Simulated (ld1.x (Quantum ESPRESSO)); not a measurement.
**iron (Fe): what ld1.x (Quantum ESPRESSO) 7.5 does with a changed input**

Command:

```bash
ld1.x < Fe.in > Fe.out
```

Input:

```
&input
   title='Fe', zed=26., rel=1, dft='PBE', iswitch=3,
   config='[Ar] 3d6 4s2 4p0',
   nld=3, rlderiv=3.30, eminld=-3.0, emaxld=5.0, deld=0.02
 /
 &inputp
   pseudotype=2, tm=.true., lloc=0,
   nlcc=.true., new_core_ps=.true., rcore=1.35,
   file_pseudopw='Fe.UPF', file_wfcaegen='ae.wfc', file_wfcncgen='nc.wfc', file_beta='beta', file_chi='chi'
 /
3
4S  1  0   2.00   0.00  1.85  1.85  0.0
3D  3  2   6.00   0.00  1.50  1.50  0.0
4P  2  1   0.00   0.00  3.05  3.05  0.0
 &test
   configts(1)='3d6 4s2 4p0'
 /
```

This is an input that runs to its end, with one change: lloc set to 0 without reordering the list of waves. The unchanged file is no sound one. Note: ghost state, extra bound levels that the all-electron valence spectrum of the same l lacks: s at -62.9 eV. A true bound ghost makes a file unfit for plane-wave use.

Question: How does the run end?

Answer: The program refuses the input: "ld1_setup: mismatch between lloc and l of the wavefunction chosen for local potential".

```
Program LD1 v.7.5

 %%%%%%%%%%%%%%%%%%%%%%%%%%%%%%%%%%%%%%%%%%%%%%%%%%%%%%%%%%%%%%%%%%%%%%%%%%%%%%
     Error in routine ld1_setup (3):
     mismatch between lloc and l of the wavefunction chosen for local potential
 %%%%%%%%%%%%%%%%%%%%%%%%%%%%%%%%%%%%%%%%%%%%%%%%%%%%%%%%%%%%%%%%%%%%%%%%%%%%%%

     stopping ...
```
